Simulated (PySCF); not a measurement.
Delta-SCF ions had no search for a lower state. Excitations are Tamm–Dancoff values on a coarser integration grid. The basis has no diffuse functions, so Rydberg states are missing or too high.

Cartesian coordinates (Å):
```xyz
8

O     -1.8281     0.1781    -0.2636
C     -0.8195    -0.4864     0.1161
Ge     1.1179     0.1131     0.0776
H     -1.6234     1.0746    -0.6099
H     -1.1289    -1.4697     0.4859
H      1.0321     1.5181    -0.5071
H      1.5074     0.0274     1.5472
H      1.7609    -0.9401    -0.8145
```
Charge +1, spin multiplicity 1.

Predict the S1 excitation (TDA), LUMO, brightest of the four lowest singlets (TDA), vertical ionisation energy (Delta-SCF), total energy, T1 excitation (TDA), HOMO and S1 oscillator strength from TPSSh-D3(BJ)/def2-TZVP run with PySCF.


The S1 excitation (TDA) is 4.58 eV and the LUMO is -9.39 eV. The brightest of the four lowest singlets (TDA) comes out as 5.35 eV, the vertical ionisation energy (Delta-SCF) comes out as 17.57 eV and the total energy comes out as -2193.0305 Ha. The T1 excitation (TDA) is 3.57 eV and the HOMO comes out as -14.67 eV. The S1 oscillator strength is 0.003.
